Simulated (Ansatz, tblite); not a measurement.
How methods differ on GaH2O2F (SMILES [OH][Ga]([OH])[F])

GaH2O2F has 6 atoms, charge 0, and is taken as a singlet. SMILES: `[OH][Ga]([OH])[F]`. Geometry: relaxed at PBE0-D4/def2-TZVP. This is one conformer, not always the lowest.

Each level gives the electronic atomisation energy (eV). The values are calculated. Electronic energies at fixed atoms, without zero-point motion or spin-orbit coupling.

```csv
level,kind,program,value (eV),CPU time (all runs)
GFN1-xTB,semi-empirical,tblite,31.75,under 2 s
HF/6-31G* (spherical functions),Hartree–Fock,Ansatz,13.78,2.9 s
SVWN5/6-31G* (spherical functions),LDA,Ansatz,25.39,6.5 s
PBE/6-31G* (spherical functions),GGA,Ansatz,21.79,11 s
PBE0/6-31G* (spherical functions),global hybrid,Ansatz,20.83,10 s
CAM-B3LYP/6-31G* (spherical functions),range-separated hybrid,Ansatz,21.25,11 s
B2PLYP/6-31G* (spherical functions),double hybrid,Ansatz,20.67,13 s
RPA@PBE/6-31G* (spherical functions),RPA,Ansatz,18.51,21 s
BCCD(T)/6-31G* (spherical functions),coupled cluster or CI,Ansatz,19.66,26 s
```

All-electron rows without a relativistic Hamiltonian named are non-relativistic. Correlated wave functions underbind in double-zeta sets. The values span 13.78 to 31.75 eV. In the correlated wave-function rows the outer d shell of Ga is correlated, in sets not made for it. Times are those of the runs behind each value, whatever else they computed, on shared processors of several kinds: orders of magnitude only.
